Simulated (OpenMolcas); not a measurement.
# What dynamic correlation does to the levels of neutral lithium

| Quantity | Value |
| --- | --- |
| Program | OpenMolcas 26.06 |
| Basis | ANO-RCC-VTZP [4s3p2d1f] |
| Scalar Hamiltonian | DKH2, point nucleus |
| Active space | 1 electron in 4 orbitals (2s 2p) |
| State averaging | 2S+1 = 2 even, 1 root; 2S+1 = 2 odd, 3 roots |
| Spin-orbit coupling | state interaction with AMFI integrals over the reference wave functions, term energies averaged over their components |

Methods on the same reference wave functions:
A. CASSCF
B. SS-CASPT2, IPEA 0.25 Eh, imaginary shift 0.1 Eh (closed shells correlated: 1s)

Energies in cm-1 above 2s 2S 1/2, the measured ground level; measured values from NIST Handbook of Basic Atomic Spectroscopic Data.

| Level | A | B | Measured |
| --- | --- | --- | --- |
| 2s 2S 1/2 | 0.0 | 0.0 | 0.0 |
| 2p 2P* 1/2 | 14851 | 14869 | 14904 |
| 2p 2P* 3/2 | 14851 | 14869 | 14904 |

Deviations, from unrounded energies. A percentage is the sum of absolute deviations over the sum of measured energies, with the sign that they share, or ± where signs differ.

```tsv
Against measurement	Levels	A	B
mean absolute deviation (cm-1)	2	53	35
other configurations (%)	2	-0.4	-0.2
```

B lies closest to measurement on these levels. The largest miss of B in the table is 2p 2P* 3/2, by -35 cm-1. The ranking rests on the paired levels alone, and a cruder setting can come out closer through cancelling errors.

The lowest spin-free term lies below A's lowest term by 0.031 hartree in B.

ANO sets are built for ground and valence states and can reach diffuse excited orbitals poorly. With one active electron the reference holds no correlation, so core polarisation is missing (holds for A). With one active electron, CASPT2 adds the correlation within the correlated inactive shells and between them and that electron, and leaves the splitting within a term as the reference gives it (holds for B). Measured partners are found by configuration, term and J. A level has none where our copy of the source lacks it or the pairing is in doubt (some pairs that miss far off the trend of their configuration count as doubtful), and it then counts in no deviation. Levels of configurations outside the active space are missing.

* marks odd parity.
